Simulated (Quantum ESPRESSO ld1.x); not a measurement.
A nucleus of charge 13.3 with 13 electrons, 13 electrons, occupied as [Ne] 3s2 3p1. Calculated with ld1.x of Quantum ESPRESSO 7.5: scalar-relativistic Kohn-Sham, relativistic LDA (MacDonald-Vosko exchange, VWN5 correlation), spin-unpolarised, spherical densities, point nucleus. Some entries of the table are withheld. Estimate them.

orbital  occ.  eigenvalue (eV)  r(max) (bohr)  <r> (bohr)
1s          2         -1584.27          0.077         (1)
2s          2         -118.774          0.485      0.6107
2p          6         -79.4990          0.413      0.5832
3s          2         -10.7912            (2)         (3)
3p          1          -5.0515           2.40       3.037

Answer. 
(1) 1s <r> (bohr): 0.1179
(2) 3s r(max) (bohr): 1.95
(3) 3s <r> (bohr): 2.364
